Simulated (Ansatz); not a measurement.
CH4FNOSi can be A, `N=C(F)O[SiH3]`, or B, `F[SiH]1NCO1`.

Gas-phase electronic energies from Ansatz, PBE0-D4/def2-TZVP geometries. CBS: MP2 limit from def2 TZ/QZ plus the TZ coupled-cluster correction, frozen cores. DFT in def2-TZVPP. B3LYP here is the variant with VWN-RPA as its local correlation; programs differ in this. One conformer a species, not always the lowest.

A:

```xyz
9

N     1.198   -1.438   -0.316
C     0.848   -0.837    0.722
F     1.354   -1.205    1.882
O     0.011    0.173    0.930
Si   -0.862    0.938   -0.277
H     0.755   -1.080   -1.155
H    -1.736   -0.053   -0.951
H    -1.643    1.973    0.427
H     0.077    1.530   -1.260
```

B:

Z-matrix (Å, degrees):
```
Si
N 1 1.704
C 1 2.205 2 41.6
F 1 1.589 2 117.6 3 -110.1
O 1 1.655 2 82.2 3 4.2
H 1 1.472 2 120.6 3 120.7
H 2 1.004 1 134.9 3 133.0
H 3 1.096 1 122.0 2 -96.2
H 3 1.094 1 127.5 2 90.6
```

Question: Which is lower in electronic energy at CCSD(T)/CBS, and by how much? (An estimate is asked.)

Answer: Computed: B, by 245.7 kJ/mol.

Question: Give E(B) − E(A) in kJ/mol with B3LYP-D4, PBE0-D4, CCSD(T)/def2-SVP, CCSD/def2-TZVPP, PBE-D4, BLYP-D4, LDA (SPW92). (An estimate is asked.)

Answer: The calculation gave: B3LYP-D4 -218.3, PBE0-D4 -229.9, CCSD(T)/def2-SVP -184.5, CCSD/def2-TZVPP -238.6, PBE-D4 -214.0, BLYP-D4 -203.7, LDA (SPW92) -226.4. None reverses the order clearly.

Question: Does the order hold for the free energy at 298.15 K (harmonic terms from PBE0-D4)? (Estimate.)

Answer: Computed: Yes: G(B) − G(A) = -222.1 kJ/mol, for one conformer each. Modes under 60 cm⁻¹, often nearly free rotors, make the harmonic entropy too high.

Largest T1 diagnostic: 0.013.

Leaving LDA and LC-ωPBE aside and taking each functional with its dispersion term where it has one, the values, not all of them listed here, spread over 42.5 kJ/mol, from PBE-QIDH to BLYP-D4. LDA lies −12.9 kJ/mol from PBE without D4. From r2SCAN to r2SCAN0 (25 % exact exchange), in def2-TZVPP and without D4, E(B) − E(A) moves by −12.2 kJ/mol.
